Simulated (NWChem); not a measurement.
Species: C3, singlet; SMILES [C]=C=[C]

Results from NWChem. Low-valent species are run as closed-shell singlets; no triplet was tried in these runs. Geometry: optimised at B3LYP/6-31G* (spherical d). Ions are spin-unrestricted doublets at the neutral geometry; other ion states weren't tried.

### Question
What does the run give for B3LYP/aug-cc-pVDZ? Quantities: −ε(HOMO) (eV).

### Answer
```json
{
  "−ε(HOMO) (eV)": "9.34"
}
```
